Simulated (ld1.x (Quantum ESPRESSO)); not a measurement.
# iodine (I): excitation energies, all-electron against TM

| Property | Result |
| --- | --- |
| Element | I |
| Generator | ld1.x (Quantum ESPRESSO) 7.5 |
| Type | norm-conserving Troullier–Martins (Kleinman–Bylander form) |
| Functional | PBE |
| Relativity | fully relativistic |
| Frozen core | [Ar] 3d10 |
| Valence charge | 25 |
| Reference configuration | 4s2 4p6 4d10 5s1.5 5p5.5 |
| Partial waves | 4p (bound): rc 1.40 bohr; 4d (bound): rc 1.05 bohr; 4s (bound): rc 1.10 bohr |
| Local potential | the s channel |
| Core correction | none |

Open shells are filled in proportion to 2j + 1 (rel_dist='average').

Occupied shells without a wave of their own: 5p, 5s. They enter only through the test configuration that unscreens the potential.

Energies are relative to the spin-unpolarised reference configuration 4s2 4p6 4d10 5s1.5 5p5.5; without spin polarisation the order of configurations can differ from experiment.

```csv
valence configuration,charge,ΔE all-electron (eV),error AE − PS (meV)
4s2 4p6 4d10 5s2 5p5,0,-5.162,+1038
4s2 4p6 4d10 5s2 5p4,+1,5.996,-1092
4s2 4p6 4d10 5s2 5p1,+4,94.698,-13010
4s2 4p6 4d10 5s1 5p6,0,5.208,-1042
4s1 4p6 4d10 5s2 5p5,+1,184.643,+1531
```

Task: What are ΔE and the potential's error for 4s2 4p6 4d10 5s2 5p3?

Result: ΔE = 25.871 eV all-electron; the error (AE − PS) is -4097 meV.

Task: What are ΔE and the potential's error for 4s2 4p6 4d10 5s2 5p4.5?

Result: ΔE = -0.617 eV all-electron; the error (AE − PS) is +80 meV.

These tests converged, but a pseudo level misses the all-electron one widely, so the file describes the atom poorly there or has found another state: 4s2 4p6 4d10 5s2 5p5: 5s by 3.8 eV; 4s2 4p6 4d10 5s2 5p4: 5s by 4.7 eV; 4s2 4p6 4d10 5s2 5p3: 5s by 5.7 eV; 4s2 4p6 4d10 5s2 5p1: 5s by 7.9 eV; 4s2 4p6 4d10 5s1 5p6: 5s by 3.9 eV; 4s2 4p6 4d10 5s2 5p4.5: 5s by 4.2 eV; 4s1 4p6 4d10 5s2 5p5: 5s by 4.9 eV. The 5p, 5s levels have no wave, so the channel is fitted at the deeper level alone: the likely source of the large errors.

The potential misses its own reference levels by up to 3.8 eV, so it is not fit for use.
